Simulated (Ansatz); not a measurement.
CH7AlSi2 can be A, `[AlH2][SiH]1C[SiH2]1`, or B, `C[SiH]1[AlH][SiH2]1`.

Isolated molecules relaxed with PBE0-D4/def2-TZVP in Ansatz; ΔE leaves out vibrations. CBS: MP2 limit from def2 TZ/QZ plus the TZ coupled-cluster correction, frozen cores. DFT in def2-TZVPP. B3LYP here is the variant with VWN-RPA as its local correlation; programs differ in this.

Question: Which is lower in electronic energy at CCSD(T)/CBS, and by how much? (Estimate.)

Answer: Ansatz gave: A, by 15.5 kJ/mol.

Question: Give E(B) − E(A) in kJ/mol with CCSD(T)/def2-SVP, PBE-D4, PBE0-D4, CCSD(T)/def2-TZVPP, LDA (SPW92), B3LYP-D4, r2SCAN-D4. (Best estimate.)

Answer: The calculation gave: CCSD(T)/def2-SVP 12.0, PBE-D4 9.9, PBE0-D4 7.6, CCSD(T)/def2-TZVPP 14.2, LDA (SPW92) 13.5, B3LYP-D4 13.0, r2SCAN-D4 13.4. None reverses the order clearly.

Question: Does the order hold for the free energy at 298.15 K (harmonic terms from PBE0-D4)? (An estimate is asked.)

Answer: Computed: Yes: G(B) − G(A) = +17.5 kJ/mol.

Largest T1 diagnostic: 0.015.

The D4 term adds +5.6 kJ/mol with B3LYP and +2.7 kJ/mol with PBE0; it sums over pairs of atoms, weighted by their polarisabilities, and B3LYP, whose exchange is more repulsive, gets the larger term. In def2-TZVPP, CCSD(T) changes the Hartree–Fock value by +17.4 kJ/mol (the triples alone add +3.8 kJ/mol) and MP2 by +22.9 kJ/mol.
